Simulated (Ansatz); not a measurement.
Consider the formal exchange of groups at the Se–B bond: `CB(O)[SeH]` + `NCS` → `NC[SeH]` + `CB(O)S`.

Gas-phase electronic energies from Ansatz, PBE0-D4/def2-TZVP geometries. CCSD(T)/CBS adds triple-zeta CCSD(T) − MP2 to the extrapolated MP2 energy (def2 sets, frozen cores). Functionals use def2-TZVPP. For Se outer-core shells are correlated without core-valence functions, which leaves a few kJ/mol of doubt a bond. Scalar relativity is left out up to krypton. Each species was taken in one conformer, which may not be the lowest.

Q: Is it downhill or uphill in electronic energy at CCSD(T)/CBS, and by how much? (An estimate is asked.)

A: The calculation gave: Downhill: ΔE = -9.9 kJ/mol.

Q: What do these levels give: ωB97M-V, CAM-B3LYP, MP2/def2-SVP, MP2/def2-TZVPP, MP2/def2-QZVPP, CCSD/CBS(def2)? (Best estimate.)

A: Computed: ωB97M-V -11.7, CAM-B3LYP -12.1, MP2/def2-SVP -12.6, MP2/def2-TZVPP -12.3, MP2/def2-QZVPP -10.8, CCSD/CBS(def2) -9.5 kJ/mol.

Q: What do rigid-rotor, harmonic-oscillator terms from PBE0-D4/def2-TZVP frequencies (298.15 K, 1 bar) make of the CCSD(T)/CBS value? (An estimate is asked.)

A: Ansatz gave: ΔZPE = -0.2 kJ/mol, ΔH = -9.9 kJ/mol, ΔS = 3 J/(mol·K), ΔG = -10.8 kJ/mol. Modes under 50 cm⁻¹ make the entropy rough.

Largest T1 diagnostic among the species: 0.012.

Leaving LDA and LC-ωPBE aside and taking each functional with its dispersion term where it has one, the values, not all of them listed here, spread over 3.4 kJ/mol, from B97M-V to PBE-QIDH.
